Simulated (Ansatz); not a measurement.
Total energies of S-phenylthianthrenium trifluoroacetate (C20H13F3O2S2) from Ansatz at PBE0-D4/def2-TZVP, gas phase (1 Eh = 27.2114 eV = 2625.5 kJ/mol). The reference geometry is relaxed at r2SCAN-D4/def2-SVP.

```
                state                       geometry  energy (Eh)
     charge 0 singlet                      reference  -2015.20774
     charge 1 doublet                      reference  -2014.91358
    charge -1 doublet                      reference  -2015.22729
    charge -1 doublet  relaxed at r2SCAN-D4/def2-SVP  -2015.23962
free O atom (triplet)                              –    -75.01860
free C atom (triplet)                              –    -37.80537
free F atom (doublet)                              –    -99.67617
free S atom (triplet)                              –   -397.97371
free H atom (doublet)                              –     -0.50104
```

Single mean-field runs in def2-TZVP are fitted with def2-universal-jkfit.

Work out the vertical ionisation energy to the doublet.

E(charge 1 doublet) − E(charge 0 singlet) = -2014.91358 − (-2015.20774) = 0.29416 Eh = 8.00 eV. For comparison, −ε of the highest occupied level is 6.66 eV at this level, 1.34 eV less.

Work out the vertical electron affinity, to the doublet.

E(charge 0 singlet) − E(charge -1 doublet) = -2015.20774 − (-2015.22729) = 0.01955 Eh = 0.53 eV. The basis lacks diffuse functions, which makes affinities too small.

Give the fundamental gap IE − EA, the Mulliken electronegativity (IE + EA)/2 and the hardness (IE − EA)/2.

From the values in Eh: IE − EA = 0.29416 − 0.01955 = 0.27461 Eh = 7.47 eV; (IE + EA)/2 = 4.27 eV; (IE − EA)/2 = 3.74 eV. The HOMO–LUMO gap of the same run is 4.93 eV, 2.54 eV smaller than the fundamental gap.

How much does the charge -1 doublet relax, and what is the adiabatic electron affinity?

Relaxation: -2015.22729 − (-2015.23962) = 0.01233 Eh = 0.34 eV. Adiabatic electron affinity: 0.03188 Eh = 0.87 eV, without zero-point energy. 

What is the binding energy per atom against free atoms?

Atoms: 2 × (-75.01860) + 20 × (-37.80537) + 3 × (-99.67617) + 2 × (-397.97371) + 13 × (-0.50104) = -2007.63405 Eh. Binding: -2007.63405 − (-2015.20774) = 7.57369 Eh = 206.09 eV, or 5.15 eV for each of 40 atoms (no zero-point energy, no counterpoise term).

At PBE0-D4/def2-TZVP the highest occupied level of the charge -1 doublet lies above zero (up to 0.72 eV). By energy differences its removal costs 0.53 eV (vertical, to the charge 0 singlet, at PBE0-D4/def2-TZVP); self-interaction error and the lack of diffuse functions both raise the level.
